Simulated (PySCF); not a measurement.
# Optical rotation: SMILES F[C@@H]1C[C@]1(F)[C@@H]1C[SiH2]S1, C$_{5}$H$_{8}$F$_{2}$SSi

Geometry:
```tsv
atom	x (Å)	y (Å)	z (Å)
F1	-2.314	-0.966	1.300
C2	-2.066	0.246	0.732
C3	-2.099	0.357	-0.762
C4	-0.788	0.424	-0.034
F5	-0.228	1.674	0.075
C6	0.238	-0.666	-0.141
C7	1.429	-0.457	0.805
Si8	2.650	0.122	-0.536
S9	1.063	-0.615	-1.800
H10	-2.440	1.047	1.357
H11	-2.493	1.266	-1.190
H12	-2.292	-0.536	-1.335
H13	-0.262	-1.628	-0.028
H14	1.715	-1.399	1.271
H15	1.200	0.248	1.601
H16	3.863	-0.668	-0.680
H17	2.817	1.563	-0.644
```

Method used: TDDFT LC-wPBE/def2-SVPD circular dichroism and optical rotation, one conformer, gas phase (PySCF). Geometry: GFN2-xTB.

The molecule is flexible and this is one conformer; a measurement averages over conformers.

Stereocentres: C2 R, C4 R, C6 R.

(1) Give the optical rotatory dispersion at 633, 589.3, 546, 436, 405, 365, 355 nm.

(2) And for the mirror image at 589.3 nm?

(3) What is the molar rotation [Φ] = [α]·M/100 of the geometry above at 589.3 nm?

## Answers

(1) [α] in deg dm⁻¹ (g/mL)⁻¹:
| λ (nm) | origin-invariant length gauge | modified velocity gauge | length gauge (centre of mass) | isotropic polarisability (au) |
| --- | --- | --- | --- | --- |
| 633 | +185.5 | +168.1 | +187.3 | 99.9 |
| 589.3 | +217.4 | +197.0 | +219.6 | 100.2 |
| 546 | +258.3 | +234.1 | +260.9 | 100.7 |
| 436 | +438.9 | +397.4 | +443.4 | 102.5 |
| 405 | +527.2 | +477.0 | +532.6 | 103.3 |
| 365 | +690.1 | +623.2 | +697.2 | 104.8 |
| 355 | +743.4 | +670.8 | +751.1 | 105.2 |

(2) -217.4 deg dm⁻¹ (g/mL)⁻¹ (origin-invariant length gauge): the same size and the opposite sign.

(3) With M = 166.26 g/mol, +361.4 deg cm² dmol⁻¹ (origin-invariant length gauge).

The first excitation lies at 5.47 eV (227 nm) with R = +2.8 × 10⁻⁴⁰ esu² cm² (velocity form).
